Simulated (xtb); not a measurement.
Si(H)(SiH3) (H4Si2), SMILES [SiH][SiH3] (connectivity only; charge and spin as stated), neutral, multiplicity 1. All values are semi-empirical tight-binding results from xtb (GFN2-xTB unless named), good for trends rather than for accurate numbers. Geometry: GFN2-xTB. The isomer is the one that the SMILES or the coordinates give; other isomers of the formula were not compared.

Optimised geometry:

Bonds (Å): Si1–H2 1.499, Si1–Si3 2.280, Si3–H4 1.474, Si3–H5 1.476, Si3–H6 1.476. Bond angles (°): H2–Si1–Si3 104.4, Si1–Si3–H4 130.6, Si1–Si3–H5 105.5, Si1–Si3–H6 105.9, H4–Si3–H5 103.5, H4–Si3–H6 103.4, H5–Si3–H6 105.8.

**Question.** Estimate the properties. (The exact figures need the calculation; the answer reports its results.)

**Answer.** 
- point group as xtb finds it: Cs
- orbital gap: 1.74 eV
- dipole moment: 1.22 D
- zero-point energy: 18.4 kcal/mol
- G − E(el) at 298.15 K (modified RRHO): 1.9 kcal/mol
- static polarisability (D4 model): 66.0 bohr³
- solvation energy, GFN2-xTB/ALPB(water): -0.2 kcal/mol
- solvation energy, GFN2-xTB/ALPB(acetone): -1.4 kcal/mol

Computed atomic charges and the Wiberg bond orders between heavy atoms:
charges (e) Si1 0.27, H2 -0.13, Si3 0.33, H4 -0.11, H5 -0.18, H6 -0.18. Bond orders Si1–Si3 1.17.
